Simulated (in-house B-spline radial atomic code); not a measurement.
Cu. Computed with a B-spline radial atomic code. Model: all-electron spherical atom, spin shells full or empty, radial basis limit, no spin-orbit coupling: exact exchange with a local potential (Slater, KLI or optimised effective potential, whose far tail is KLI's), no correlation.

Empty minority-spin level lies below the highest occupied level: each spin potential is zero at infinity, spin occupations fixed.

Exchange potential has not reached -1/r at the last radius.

The run also made RPA and GW results, which its time includes.

The Slater potential averages the orbital exchange potentials with the orbital densities as weights, KLI adds orbital constants, and the optimised effective potential minimises the exact-exchange energy among local potentials. So their energies lie above Hartree-Fock in the order OEP, KLI, Slater. All fall off as −1/r, unlike LDA and GGA exchange.

Command:
```bash
python run_gw.py task.json out
```
Settings (nuclear radius in fm, other lengths in bohr, energies in hartree):
```
Z                      29
electrons              29
configuration          [Ar] 3d10 4s1
hamiltonian            x2c
method                 kli
lmax                   9
rms_radius             3.8823
spin_polarised         True
box_radius             40
intervals              109
ion_configuration      [Ar] 3d10
```

Time taken, with all properties: 11 s on 1 thread of Intel(R) Xeon(R) 6975P-C (Granite Rapids) (shared host).

Given: hamiltonian one-electron scalar X2C; mean-field start exchange-only KLI.

Computed: energy above Hartree-Fock 16.827 millihartree.

| radius (bohr) | r times exchange potential up (hartree bohr) | r times exchange potential down (hartree bohr) |
| --- | --- | --- |
| 0.00172 | -0.040953 | -0.04128 |
| 0.00217 | -0.051581 | -0.051993 |
| 0.00273 | -0.064731 | -0.06525 |
| 0.00343 | -0.081033 | -0.081685 |
| 0.00431 | -0.10126 | -0.10208 |
| 0.00542 | -0.12631 | -0.12734 |
| 0.00682 | -0.15703 | -0.15833 |
| 0.00857 | -0.19392 | -0.19556 |
| 0.0108 | -0.23822 | -0.24028 |
| 0.0136 | ? | ? |
| 0.017 | -0.34398 | -0.34725 |
| 0.0214 | -0.40315 | -0.40729 |
| 0.0269 | -0.45952 | -0.46475 |
| 0.0339 | -0.50623 | -0.51288 |
| 0.0426 | ? | ? |
| 0.0536 | -0.53473 | -0.54547 |
| 0.0674 | -0.52361 | -0.53727 |
| 0.0847 | -0.54849 | -0.56568 |
| 0.106 | -0.64657 | -0.66794 |
| 0.134 | -0.78714 | -0.81408 |
| 0.168 | -0.89591 | -0.92996 |
| 0.212 | -0.92909 | -0.97296 |
| 0.266 | -0.8575 | -0.91484 |
| 0.335 | -0.75531 | -0.83262 |
| 0.421 | -0.86597 | -0.96507 |
| 0.529 | -1.1135 | -1.2363 |
| 0.666 | -1.2954 | -1.4486 |
| 0.837 | -1.3433 | -1.5321 |
| 1.05 | -1.2606 | -1.4882 |
| 1.32 | -1.1013 | -1.3702 |
| 1.66 | -0.94523 | -1.2463 |
| 2.09 | -0.85641 | -1.1521 |
| 2.63 | -0.84382 | -1.0893 |
| 3.31 | -0.8699 | -1.0499 |
| 4.16 | -0.89886 | -1.0276 |
| 5.23 | -0.91743 | -1.0157 |
| 6.58 | -0.92752 | -1.0093 |

**Question.** What belongs in the row 0.0136?

**Answer.** r times exchange potential up (hartree bohr): -0.28924; r times exchange potential down (hartree bohr): -0.29184.

**Question.** What belongs in the row 0.0426?

**Answer.** r times exchange potential up (hartree bohr): -0.53306; r times exchange potential down (hartree bohr): -0.54149.

| occupied | level (hartree) | Hartree-Fock level (hartree) |
| --- | --- | --- |
| 1s up | -324.89 | -332.49 |
| 1s down | ? | ? |
| 2s up | -39.056 | -41.657 |
| 2s down | -39.268 | -41.657 |
| 2p up | -33.723 | -35.799 |
| 2p down | -33.933 | -35.802 |
| 3s up | -4.3177 | -5.1547 |
| 3s down | -4.5425 | -5.1543 |
| 3p up | -2.753 | -3.3588 |
| 3p down | -2.9764 | -3.3646 |
| 3d up | -0.27777 | -0.47749 |
| 3d down | ? | ? |
| 4s up | -0.2509 | -0.24595 |

**Question.** What belongs in the row 1s down?

**Answer.** level (hartree): -325.09; Hartree-Fock level (hartree): -332.49.

**Question.** What belongs in the row 3d down?

**Answer.** level (hartree): -0.48774; Hartree-Fock level (hartree): -0.48203.

| empty | level (hartree) |
| --- | --- |
| 4s down | -0.3535 |
| 4p down | -0.16697 |
| 4p up | -0.11454 |
| 5s down | -0.094856 |
| 5s up | ? |
| 5p down | -0.06337 |
| 4d down | -0.057117 |

**Question.** What belongs in the row 5s up?

**Answer.** level (hartree): -0.077848.

The highest level, 4s up, differs from Hartree-Fock by -0.13 eV and the deepest, 1s down, by +201 eV: a local potential can match the highest level but can't give each shell its own exchange.
